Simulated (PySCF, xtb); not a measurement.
Pb(OMe)(NH2) (CH5NOPb), SMILES C[O][Pb][NH2] (connectivity only; charge and spin as stated), neutral, multiplicity 1.

GFN2-xTB in xtb at its own geometry gives an orbital gap of 3.02 eV and a dipole moment of 3.68 D.

Coordinates come from a r2SCAN-D4/def2-SVP optimisation. The structure was generated by enumeration; whether it is a known compound was not checked. The def2 effective core potentials stand for the cores of Pb; spin–orbit coupling is left out. The values are those of a single conformer.

Q: What does M06-2X/def2-TZVP (PySCF) give? (The exact figures need the calculation; the answer reports its results.)

A: gap 7.11 eV (levels -8.14 and -1.04 eV), dipole 2.76 D.
